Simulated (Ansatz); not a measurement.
Mulliken charges of C2H6SSe (`CSC[SeH]`) from ωB97M-V/def2-TZVPP in Ansatz (PBE0-D4/def2-TZVP geometry).

| atom | x (Å) | y (Å) | z (Å) | charge (e) |
| --- | --- | --- | --- | --- |
| C1 | -1.238 | 0.859 | -0.492 | -0.362 |
| S2 | -0.376 | 0.598 | 1.058 | -0.030 |
| C3 | 0.528 | -0.894 | 0.677 | -0.339 |
| Se4 | 1.893 | -0.774 | -0.731 | -0.084 |
| H5 | -1.957 | 0.060 | -0.685 | 0.131 |
| H6 | -1.773 | 1.804 | -0.404 | 0.134 |
| H7 | -0.522 | 0.925 | -1.314 | 0.144 |
| H8 | 1.007 | -1.216 | 1.600 | 0.178 |
| H9 | -0.142 | -1.688 | 0.342 | 0.159 |
| H10 | 2.663 | 0.274 | -0.049 | 0.068 |

**Question.** By hand: the dipole of these point charges (1 e Å = 4.8032 D).

**Answer.** Σ q r = (-0.110, -0.044, -0.019) e Å, of length 0.120 e Å = 0.58 D.

**Question.** How does the dipole of the full density compare? (Best estimate.)

**Answer.** The calculation gave: (-0.149, -0.044, -0.047) e Å, 0.78 D; the point charges give 0.74 times that, at 9° from its direction.

Point charges leave out the atoms' own dipoles, such as those of lone pairs, and Mulliken's split depends on the basis, so the two needn't agree.
